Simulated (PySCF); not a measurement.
Al(I)(Me)(OH) (CH4AlIO), SMILES [CH3][Al]([OH])[I]. Atoms are numbered in the order given.

```xyz
8

Al     0.1002    -1.3762     0.0000
I     -0.0466     1.1190     0.0000
C     -1.4934    -2.4789     0.0000
H     -2.1150    -2.2680     0.8860
H     -1.2348    -3.5493     0.0000
H     -2.1150    -2.2680    -0.8860
O      1.6383    -2.1013     0.0000
H      2.4856    -1.6461     0.0000
```
Charge 0, spin multiplicity 1.

Coordinates come from a B3LYP-D3(BJ)/def2-SVP optimisation. The def2 effective core potentials stand for the cores of I; spin–orbit coupling is left out. Other conformers were not sampled.

All values below come from PySCF with TDDFT-PBE/def2-SVPD.

Vertical excitations. Gas-phase values at a fixed geometry. State labels are in the subgroup Cs.

Computed UV-visible absorptions:
```
state  symmetry  energy (eV)  λ (nm)      f                            main pairs
-----  --------  -----------  ------  -----  ------------------------------------
S1           A'         5.07     245  0.041                        HOMO→LUMO 98 %
S2           A"         5.13     242  0.000                      HOMO→LUMO+1 98 %
S3           A"         5.21     238  0.030                      HOMO−1→LUMO 98 %
S4           A'         5.55     224  0.021                    HOMO−1→LUMO+1 88 %
S5           A"         6.05     205  0.000                    HOMO−2→LUMO+1 99 %
S6           A'         6.17     201  0.165    HOMO−2→LUMO 73 %, HOMO→LUMO+2 17 %
S7           A"         6.49     191  0.023                      HOMO−3→LUMO 88 %
S8           A'         6.55     189  0.091                      HOMO→LUMO+2 74 %
S9           A"         6.58     188  0.011                    HOMO−1→LUMO+2 88 %
S10          A'         6.73     184  0.008  HOMO−4→LUMO 68 %, HOMO−3→LUMO+1 23 %
T1           A'         4.85     256      0                        HOMO→LUMO 99 %
T2           A"         4.98     249      0                      HOMO−1→LUMO 93 %
T3           A'         5.01     248      0                    HOMO−1→LUMO+1 98 %
T4           A"         5.02     247      0                      HOMO→LUMO+1 94 %
```
Triplets are in the Tamm–Dancoff approximation, which puts them higher than full response would, so one can lie above its singlet here.
